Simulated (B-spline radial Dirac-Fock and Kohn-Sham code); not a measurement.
Binding energies of La

System: neutral lanthanum, configuration [Xe] 6s2 6p1 (not the ground configuration); nuclear rms radius 4.855 fm (A = 139).

Input of the calculation (task.json; shells as n, l, electrons):

```json
{"items": [{
  "Z": 57,
  "q": 0,
  "cfg": [[1, 0, 2], [2, 0, 2], [2, 1, 6], [3, 0, 2], [3, 1, 6], [3, 2, 10], [4, 0, 2], [4, 1, 6], [4, 2, 10], [5, 0, 2], [5, 1, 6], [6, 0, 2], [6, 1, 1]],
  "A": 139,
  "rrms": 4.855,
  "do": ["binding"]
}]}
```

Command: `python xray_run.py task.json out`

Calculated with a B-spline atomic structure program, using Dirac-Fock (average of configuration) total-energy differences with a finite nucleus, the Breit interaction including its frequency dependence, and self-energy and vacuum-polarisation corrections. Correlation energy is missing from these numbers. Energies are counted from the vacuum level.

All terms are in eV, carry their sign (relaxation lowers the binding energy) and add up to the binding energy; ⟨r⟩ is the mean radius of the orbital in the initial state.

```csv
subshell,−ε (Koopmans),relaxation,Breit,QED,binding energy,⟨r⟩ (bohr)
1s,39157.6,-70.58,-97.44,-49.92,38939.7,0.025
2s,6342.9,-38.10,-9.58,-6.46,6288.8,0.107
2p1/2,5966.1,-41.96,-16.07,0.40,5908.5,0.090
2p3/2,5551.6,-40.32,-10.43,-0.33,5500.5,0.096
3s,1405.4,-17.22,-1.43,-1.36,1385.4,0.284
3p1/2,1245.7,-17.87,-2.58,0.09,1225.3,0.274
3p3/2,1162.9,-17.20,-1.48,-0.05,1144.2,0.286
3d3/2,886.5,-19.06,-0.86,0.14,866.8,0.257
3d5/2,869.1,-18.78,-0.42,0.09,850.0,0.261
4s,306.2,-6.93,-0.22,-0.29,298.7,0.653
4p1/2,245.0,-6.77,-0.43,0.03,237.8,0.675
4p3/2,227.2,-6.49,-0.20,0.00,220.5,0.700
4d3/2,124.8,-6.12,-0.03,0.04,118.7,0.763
4d5/2,121.7,-6.02,0.05,0.03,115.7,0.772
5s,52.64,-2.10,-0.02,-0.04,50.47,1.562
5p1/2,33.32,-2.01,-0.05,0.01,31.28,1.739
5p3/2,30.54,-1.90,-0.01,0.01,28.64,1.811
6s,6.41,-0.28,0.00,0.00,6.12,4.345
6p,3.89,-0.12,0.00,0.00,3.77,5.637
```

For the deepest level, K (1s), the Breit terms make up -0.250 % of the binding energy, QED -0.128 % and orbital relaxation -0.181 %.

Spin-orbit splittings: 2p 408.0 eV, 3p 81.13 eV, 3d 16.79 eV, 4p 17.25 eV, 4d 2.94 eV, 5p 2.64 eV.
